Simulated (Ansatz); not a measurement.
```yaml
atoms:
  - { symbol: Cr, position_ang: [0.0000, 0.0000, 0.0000] }
  - { symbol: C, position_ang: [0.0000, 0.0000, 2.4450] }
```

Basis set: pcseg-2 (spherical functions). Charge 0, multiplicity 1.

Computed with Ansatz (development build ahead of 0.2.0); each method stands on the lowest determinant of its kind that the runs found.

The atomization energy at this shape (free ground-state atoms in the same class of orbitals less the molecule, no zero-point energy) of singlet CrC:

```csv
method,atomization energy
PBE0 (unrestricted),-0.20 eV
PBE (unrestricted),0.18 eV
```

Question: What does UHF give?

Answer: -0.09 eV. Caution: another spin multiplicity may lie lower; the shape is not the minimum; the unrestricted determinant is a mixture of spin states.
